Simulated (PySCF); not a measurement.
Species: C5H10BN.
Numbering: `[CH3:1][C:2]#[C:3][B:4]([NH2:5])[CH2:6][CH3:7]` (hydrogens: H8, H9, H10 on C1; H11, H12 on N5; H13, H14 on C6; H15, H16, H17 on C7)

Cartesian coordinates in Å at the PBE0-D3(BJ)/def2-SVP level; atoms count from 1:
```xyz
17
C5H10BN angstrom
C      3.0948    0.8240    0.1228
C      1.7994    0.1687    0.0882
C      0.7112   -0.3819    0.0615
B     -0.6885   -1.0246    0.0500
N     -0.8475   -2.2891   -0.5273
C     -1.9175   -0.2524    0.6875
C     -2.1125    1.1566    0.1288
H      2.9890    1.9204    0.1107
H      3.7164    0.5337   -0.7390
H      3.6459    0.5531    1.0377
H     -1.7408   -2.7610   -0.5691
H     -0.0810   -2.8112   -0.9302
H     -2.8469   -0.8397    0.5820
H     -1.7241   -0.1827    1.7746
H     -2.3432    1.1357   -0.9486
H     -1.1983    1.7585    0.2510
H     -2.9351    1.6915    0.6300
```

Computed with PySCF at PBE0/def2-SVPD, non-relativistic, on one gas-phase PBE0-D3(BJ)/def2-SVP geometry that isn't relaxed in the solvent. The solvent is an IEF-PCM continuum (Bondi radii, 1.10 Å for H, scaled by 1.2), and excitations are vertical TDDFT with non-equilibrium linear response and a frozen core. Only the electrostatic response of the medium enters.

Gas-phase singlets (H = HOMO, L = LUMO):

```
state  E (eV)  λ (nm)      f    leading configurations
   S1   5.202     238  0.000                   H→L 97%
   S2   5.897     210  0.096      H-1→L 73%, H→L+3 11%
   S3   6.471     192  0.000  H-1→L+1 70%, H-1→L+3 17%
   S4   6.599     188  0.031      H→L+1 84%, H→L+2 10%
   S5   6.785     183  0.001  H-1→L+3 28%, H-1→L+2 27%
```

How does the list change in chloroform (ε = 4.711)?

```
state  E (eV)  λ (nm)      f    leading configurations  change by rank (eV)
   S1   5.255     236  0.000                   H→L 96%               +0.053
   S2   5.909     210  0.156                 H-1→L 77%               +0.012
   S3   6.574     189  0.000  H-1→L+1 62%, H-1→L+2 14%               +0.103
   S4   6.694     185  0.043                 H→L+1 87%               +0.095
   S5   6.831     181  0.002  H-1→L+2 30%, H-1→L+1 29%               +0.046
```

How does the list change in tetrahydrofuran (ε = 7.426)?

| state | E (eV) | λ (nm) | f | leading configurations | change by rank (eV) |
| --- | --- | --- | --- | --- | --- |
| S1 | 5.264 | 236 | 0.000 | H→L 96% | +0.062 |
| S2 | 5.921 | 209 | 0.154 | H-1→L 77% | +0.024 |
| S3 | 6.589 | 188 | 0.000 | H-1→L+1 60%, H-1→L+2 16% | +0.118 |
| S4 | 6.710 | 185 | 0.041 | H→L+1 87% | +0.111 |
| S5 | 6.838 | 181 | 0.002 | H-1→L+2 28%, H-1→L+1 28% | +0.053 |

The ground-state energy changes by -0.183 eV from gas to tetrahydrofuran. By how much does the total energy of gas-phase S1 change?

E(S1) = E(S0) + excitation energy, so it changes by -0.183 + 0.062 = -0.121 eV: it is lowered less than the ground state, which is what a blue shift means. This is the vertical state, with the slow part of the continuum still set for S0.

How do the frontier levels move from gas to tetrahydrofuran?

```json
{"orbital": "LUMO+2", "gas (eV)": "0.94", "solvent (eV)": "1.04", "change (eV)": "+0.10", "Löwdin shares, gas": "C1 29 %, H8 13 %, C2 13 %, H10 9 %", "Löwdin shares, solvent": "C2 18 %, C1 17 %, H8 10 %, C3 10 %"}
{"orbital": "LUMO+1", "gas (eV)": "0.38", "solvent (eV)": "0.43", "change (eV)": "+0.05", "Löwdin shares, gas": "B4 41 %, H11 10 %, H12 10 %, C2 7 %", "Löwdin shares, solvent": "B4 42 %, C2 10 %, C1 7 %, H12 7 %"}
{"orbital": "LUMO", "gas (eV)": "-0.20", "solvent (eV)": "-0.30", "change (eV)": "-0.10", "Löwdin shares, gas": "B4 24 %, C2 19 %, C3 19 %, N5 14 %", "Löwdin shares, solvent": "B4 24 %, C2 20 %, C3 19 %, N5 14 %"}
{"orbital": "HOMO", "gas (eV)": "-7.21", "solvent (eV)": "-7.36", "change (eV)": "-0.15", "Löwdin shares, gas": "C2 37 %, C3 36 %, C1 7 %, C6 6 %", "Löwdin shares, solvent": "C2 36 %, C3 35 %, C1 8 %, C6 6 %"}
{"orbital": "HOMO-1", "gas (eV)": "-7.28", "solvent (eV)": "-7.40", "change (eV)": "-0.12", "Löwdin shares, gas": "C3 33 %, C2 32 %, N5 16 %, C1 6 %", "Löwdin shares, solvent": "C3 30 %, C2 29 %, N5 21 %, C1 6 %"}
{"orbital": "HOMO-2", "gas (eV)": "-8.54", "solvent (eV)": "-8.57", "change (eV)": "-0.03", "Löwdin shares, gas": "N5 40 %, B4 13 %, C6 10 %, C3 8 %", "Löwdin shares, solvent": "N5 38 %, B4 14 %, C3 11 %, C6 9 %"}
{"orbital": "HOMO-3", "gas (eV)": "-8.60", "solvent (eV)": "-8.66", "change (eV)": "-0.06", "Löwdin shares, gas": "C6 24 %, B4 18 %, C7 16 %, H17 9 %", "Löwdin shares, solvent": "C6 25 %, B4 18 %, C7 16 %, H17 9 %"}
```

The HOMO–LUMO gap goes from 7.00 to 7.06 eV. Rows go by rank; for LUMO+2 the atom shares or the degeneracy differ between the runs, so the row needn't follow one orbital.

The run took about 50 s of CPU time (one thread, shared machine). This is the whole response run at PBE0/def2-SVPD in tetrahydrofuran, SCF included.
